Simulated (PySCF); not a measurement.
## Polarisability and C₆ of Ag⁺ (silver, charge +1)

[Kr] 4d9 5s1, high-spin 3D determinant (an excited configuration). Calculation: PySCF 2.14, in x2c-QZVPPall with one added diffuse shell each of s, p, d, f, g type (14s9p8d5f3g, 143 functions); scalar relativity by spin-free X2C-1e. Coupled (time-dependent) response in atomic units; α is the mean over directions.

| method | mean α (bohr³) | α xx, yy, zz | C₆ (like pair) | S(−4) |
| --- | --- | --- | --- | --- |
| UHF | 33.34 | 34.21, 34.21, 31.60 | 205.9 | 904.1 |

S(−4) is the Cauchy moment in α(ω) = α(0) + S(−4) ω² + …

Spin-orbit coupling is absent.

α(iu) at UHF:

| u (hartree) | α(iu) (bohr³) |
| --- | --- |
| 0 | 33.34 |
| 0.0500 | 31.26 |
| 0.100 | 26.55 |
| 0.200 | 17.71 |
| 0.300 | 12.57 |
| 0.500 | 7.921 |
| 0.750 | 5.492 |
| 1.00 | 4.203 |
| 1.50 | 2.785 |
| 2.00 | 2.001 |
| 3.00 | 1.172 |
| 5.00 | 0.5376 |

A single London oscillator, α(iu) = α/(1 + u²/ω²), gives C₆ = (3/4) ω α². Matching the computed C₆ needs ω = 4 × 205.9 / (3 × 33.34²) = 0.247 hartree.

For an ion, C₆ is the dispersion term alone; charge-induced terms of lower order in 1/R come first.

The components differ because the open shell of this determinant is not spherical; for a pure term their mean is the scalar polarisability.
